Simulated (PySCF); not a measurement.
VI2: V(II) (d3), charge 0. The structure is a model geometry with rigid ligands and bond lengths from ionic radii, not a minimum; coordination linear, point group D∞h, metal–donor distances 2.61 Å.

```
3

V     0.0000    0.0000    0.0000
I     0.0000    0.0000    2.6100
I     0.0000    0.0000   -2.6100
```

Method (PySCF 2.14, density fitting): CASSCF(3,5) with orbitals averaged over all microstates of the shell, strongly contracted NEVPT2 on the averaged canonical orbitals; basis x2c-TZVPall on the metal, x2c-SVPall elsewhere; spin-free X2C; gas phase; spin-orbit coupling by state interaction with the mean-field operator over all roots.

(1) Which term lies lowest, and with what spin?

(2) List the excited states of the same spin.

(3) Which is the lowest state of another spin?

(4) What ligand-field parameters describe the result?

(5) What magnetic behaviour follows?

NEVPT2 lifts 4Φg from 2201 to 2735 cm⁻¹; on the d shell alone such lifts tend to overshoot.

The job took 11 s on one thread of Arm Neoverse V1 (shared host), with 120 basis functions, launched as `OMP_NUM_THREADS=1 python lf_run.py task.json out`.

Results:

(1) 4Σg- (S = 3/2, orbital degeneracy 1), orbital occupations from the lowest 0.9 0.9 1.0 0.1 0.1, by NEVPT2.

(2) By NEVPT2: 4Πg at 1542 cm⁻¹; 4Φg at 2735 cm⁻¹; 4Δg at 3977 cm⁻¹; 4Πg at 11608 cm⁻¹ (861 nm); 4Σg- at 16449 cm⁻¹ (608 nm). All are electric-dipole forbidden at this geometry.

(3) 2Γg at 13206 cm⁻¹ by NEVPT2; CASSCF alone puts it at 14341 cm⁻¹ above the same ground state.

(4) At CASSCF level (the NEVPT2 levels don't fit a ligand-field model well): orbital energies 0, 0, 3180, 3364, 3364 cm⁻¹; B = 863 cm⁻¹; C = 3310 cm⁻¹; B over its free-ion value at the same level 0.894; rms of the fit 298 cm⁻¹; ζ = 160 cm⁻¹ (free ion 174).

(5) The ground multiplet follows a spin Hamiltonian with S = 3/2, g = 1.661, 1.661, 1.997, D = 10.96 cm⁻¹, E/|D| = 0.00 (spin-orbit part alone); the lowest levels hold 99 % of the spin-free ground state. μeff is 3.80 μB at 300 K and 3.02 μB at 10 K; the spin-only value is 3.88 μB.
